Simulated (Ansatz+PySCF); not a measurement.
**singlet BeH2: levels of theory in one basis**

```yaml
atoms:
  - { symbol: H, position_ang: [0.0000, 0.0000, -1.8078] }
  - { symbol: Be, position_ang: [0.0000, 0.0000, 0.0000] }
  - { symbol: H, position_ang: [0.0000, 0.0000, 1.8078] }
```

Basis set: 6-31G (spherical functions). All electrons are correlated. Charge 0, multiplicity 1.

Computed with Ansatz (development build ahead of 0.2.0); each method stands on the lowest determinant of its kind that the runs found.

```
                            method  E − E(RHF) (eV)  <S²> of the determinant
                               RHF             0.00                     0.00
                          RHF-CCSD            -1.49                        –
                       RHF-CCSD(T)            -1.50                        –
full CI (lowest root of this spin)            -1.52                        –
```

(1) What does RHF-MP2 give on the same scale?

(2) Is a single determinant a sound starting point here?

Answers

(1) -0.96 eV.

At such a shape the full CI root can have another spatial symmetry than the determinants, so the rows needn't describe one state.

(2) Only with care. Unrestricted orbitals gain 0.00 eV and <S²> is 0.00 against 0.00 for a pure state, but bonds are stretched.

Caution for RHF-MP2, RHF-CCSD, RHF-CCSD(T): bonds are stretched, where a single reference can fail.
